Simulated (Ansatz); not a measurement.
The cluster WO2⁻, 3 atoms. Hardware: 4 threads of Arm Neoverse V1 on a shared host.

In the def2 sets W takes a core potential; there is no spin–orbit coupling. Correlated methods freeze 2 core orbitals; core or outer-core shells of W are correlated, in sets that lack core-valence functions.

Q: How many basis functions does each of these Ansatz runs have, and roughly what does it cost? r2SCAN-D4/def2-TZVPD, charge -1 quartet, energy, from earlier orbitals; MP2/def2-TZVPD, charge -1 doublet, energy, from earlier orbitals; LDA (SPW92)/def2-TZVPD, charge -1 quartet, energy, from earlier orbitals; CCSD(T)/def2-TZVPPD, charge -1 quartet, energy, from earlier orbitals; PBE0-D4/def2-SVPD, charge -1 doublet, energy, from earlier orbitals; CCSD(T)/def2-TZVPPD, charge -1 doublet, energy, from earlier orbitals; BLYP-D4/def2-TZVPD, charge -1 doublet, energy, from earlier orbitals; RPA@PBE/def2-TZVPD, charge -1 doublet, energy, from earlier orbitals; PBE-D4/def2-TZVPD, charge 0 singlet at the geometry of the charge -1 doublet, energy, from earlier orbitals; HF/def2-TZVPD, charge -1 doublet, energy, from earlier orbitals; HF/def2-TZVPD, charge -1 quartet, energy, from earlier orbitals; r2SCAN-D4/def2-TZVPD, charge 0 singlet at the geometry of the charge -1 doublet, energy, from earlier orbitals.

A: Other jobs shared the machine, so times can vary by a factor of up to 3. A dash marks memory too small to be measured apart from the calling script's.

| run | functions | fitting or Cholesky vectors | wall time | peak host memory (GiB) |
| --- | --- | --- | --- | --- |
| LDA (SPW92)/def2-TZVPD, charge -1 quartet, energy, from earlier orbitals | 123 | 714 | 0.7 s | – |
| HF/def2-TZVPD, charge -1 quartet, energy, from earlier orbitals | 123 | 944 | 0.7 s | – |
| PBE-D4/def2-TZVPD, charge 0 singlet at the geometry of the charge -1 doublet, energy, from earlier orbitals | 123 | 714 | 0.85 s | – |
| MP2/def2-TZVPD, charge -1 doublet, energy, from earlier orbitals | 123 | 873 | 1.1 s | – |
| HF/def2-TZVPD, charge -1 doublet, energy, from earlier orbitals | 123 | 944 | 1.2 s | – |
| r2SCAN-D4/def2-TZVPD, charge 0 singlet at the geometry of the charge -1 doublet, energy, from earlier orbitals | 123 | 714 | 1.7 s | – |
| PBE0-D4/def2-SVPD, charge -1 doublet, energy, from earlier orbitals | 81 | 726 | 2.6 s | – |
| RPA@PBE/def2-TZVPD, charge -1 doublet, energy, from earlier orbitals | 123 | 873 | 2.9 s | – |
| BLYP-D4/def2-TZVPD, charge -1 doublet, energy, from earlier orbitals | 123 | 714 | 3.4 s | – |
| r2SCAN-D4/def2-TZVPD, charge -1 quartet, energy, from earlier orbitals | 123 | 714 | 3.5 s | – |
| CCSD(T)/def2-TZVPPD, charge -1 quartet, energy, from earlier orbitals | 139 | 888 | 16 s | 1.3 |
| CCSD(T)/def2-TZVPPD, charge -1 doublet, energy, from earlier orbitals | 139 | 888 | 21 s | 1.4 |
